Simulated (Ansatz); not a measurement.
Basis sets compared for In7As6H20⁻, a cluster cut from zinc blende InAs (hydrogen-capped). Charge -1, multiplicity 1. Geometry PBE-D4/def2-SVP. Ansatz on 2 threads of AMD EPYC 7R13 on a shared host and a share (18 GiB) of an NVIDIA H100 80GB HBM3; times are rough, and most runs start from earlier orbitals.

```xyz
33

In    3.050   -0.208    2.950
In   -4.345    2.074   -1.172
In   -1.601   -1.061    1.836
In    0.416    2.414    0.547
In    3.698    0.313   -1.584
In   -0.483   -1.039   -2.233
In    2.152   -3.658    0.175
As   -2.297    2.929    0.389
As    0.481    0.560    2.415
As    3.455   -1.331    0.538
As   -3.100   -0.156   -2.092
As   -0.316   -2.503   -0.051
As    1.062    1.042   -1.638
H     2.972   -1.439    4.194
H     3.971    1.276    3.115
H    -4.422    3.182   -2.527
H    -5.689    1.609   -0.160
H    -2.069   -2.043    3.205
H    -2.766   -0.056    0.962
H     1.154    3.994    0.692
H     4.607    1.747   -1.147
H     3.994   -0.612   -3.043
H    -0.319   -1.663   -3.860
H     2.148   -4.597    1.654
H     2.510   -4.340   -1.401
H    -2.805    2.802    1.824
H    -2.404    4.461    0.343
H     0.000    1.389    3.613
H     4.902   -1.823    0.680
H    -3.879   -1.326   -1.494
H    -3.653   -0.337   -3.513
H    -1.302   -3.621   -0.418
H     0.875    2.023   -2.799
```

In the def2 sets In takes a core potential; there is no spin–orbit coupling. Single mean-field runs in def2-SVP, def2-TZVP are fitted with def2-universal-jkfit.

| level | functions | energy (Eh) | HOMO (eV) | LUMO (eV) | wall time |
| --- | --- | --- | --- | --- | --- |
| PBE-D4/def2-SVP (with forces) | 474 | -14754.8270 | -3.07 | 0.53 | 4.8 s |
| PBE0-D4/def2-SVP | 474 | -14755.2558 | -4.03 | 1.18 | 3.4 s |

Q: Estimate the rows for PBE-D4/def2-TZVP, PBE0-D4/def2-TZVP.

A: 
```
            level  functions  energy (Eh)  HOMO (eV)  LUMO (eV)  wall time
 PBE-D4/def2-TZVP        758  -14756.5579      -3.18       0.40        6 s
PBE0-D4/def2-TZVP        758  -14756.9722      -4.11       1.07      6.5 s
```
